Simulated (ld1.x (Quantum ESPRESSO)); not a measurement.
**C (Z = 6), RRKJ: configuration errors across variants**

* Element: C (Z = 6)
* Generator: ld1.x (Quantum ESPRESSO) 7.5
* Type: norm-conserving RRKJ (Kleinman–Bylander form)
* Functional: PBE
* Relativity: scalar-relativistic
* Frozen core: [He]
* Valence charge: 4
* Reference configuration: 2s2 2p1 (charge +1)
* Partial waves: 2s (bound): rc 1.15 bohr; 2p (bound): rc 2.25 bohr; 3d channel at 0.45 Ry: rc 2.15 bohr
* Local potential: all-electron potential smoothed inside 0.85 bohr (lloc = -2)
* Core correction: none

All-electron excitation energies from the reference (eV): (1) 2s2 2p2 -10.862; (2) 2s2 2p0 24.156; (3) 2s1 2p0 72.350; (4) 2s1 2p3 -2.384; (5) 2s0 2p4 6.114; (6) 2s2 2p1.5 -6.898; (7) 2s2 2p2.3 -12.020.

1 further variants failed, have other tests or too few solved ones, and are left out.

Errors AE − PS in meV (a dash: test not solved or not reliable):

```csv
change,(1),(2),(3),(4),(5),(6),(7),bound ghosts
base,+53,+237,+641,+126,+185,+21,+66,none
wave 2s (bound): rc 1.15 bohr becomes 2s (bound): rc 1.08 bohr,+53,+237,+640,+126,+184,+21,+66,none
local potential all-electron potential smoothed inside 2.06 bohr (lloc = -2),+48,+244,+664,+119,+176,+20,+57,none
local potential all-electron potential smoothed inside 1.35 bohr (lloc = -2),+52,+234,+634,+126,+184,+21,+64,none
wave 3d channel at 0.45 Ry: rc 2.15 bohr becomes 3d channel at 0.45 Ry: rc 2.14 bohr,+53,+237,+641,+126,+185,+21,+66,none
```

Q: Give the same row for: wave 2p (bound): rc 2.25 bohr becomes 2p (bound): rc 1.66 bohr.

A: +17, +98, +313, +47, +85, +7.0, +20; bound ghosts: none.
